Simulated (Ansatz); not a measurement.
Basis-set extrapolation for C2H9BOSi, SMILES `B[SiH2]OCC` (PBE0-D4/def2-TZVP geometry, frozen core, Ansatz 0.2.0). Multiplicity 1, RHF reference.

```csv
,def2-TZVPP,def2-QZVPP
HF,-469.538076,-469.556117
MP2 correlation,-0.808193,-0.865005
CCSD(T) correlation,-0.900009,not run
```

Energies in hartree. Use E(X) = E(∞) + A·exp(−7.88·√X) for Hartree–Fock and E(X) = E(∞) + B·X^(−2.97) for correlation, with X = 3 and 4, and add CCSD(T) minus MP2 of the smaller set to the MP2 limit.

Q: What is the CCSD(T) energy at the basis-set limit?

A: HF limit: -469.556117 + (-0.018041) × 0.13774 = -469.55860. MP2 limit: -0.865005 + (-0.056812) × 0.74074 = -0.90709. Higher-order term: -0.900009 − (-0.808193) = -0.09182. Total: -470.55751 hartree, 3.25 eV below CCSD(T)/def2-TZVPP.
